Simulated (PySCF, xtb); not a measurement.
CdH2S2, SMILES [Cd]([SH])[SH].

GFN2-xTB in xtb 6.7.1 at its own geometry gives an orbital gap of 2.59 eV and a dipole moment of 5.21 D.

Geometry: PBE0-D3(BJ)/def2-TZVP. The geometry has at least one imaginary mode, so it is a saddle point at that level. The def2 effective core potentials stand for the cores of Cd; spin–orbit coupling is left out. The values are those of a single conformer.

Q: What does B3LYP/def2-TZVPD (PySCF) give? (The exact figures need the calculation; the answer reports its results.)

A: gap 5.11 eV (levels -6.93 and -1.82 eV), dipole 1.20 D.
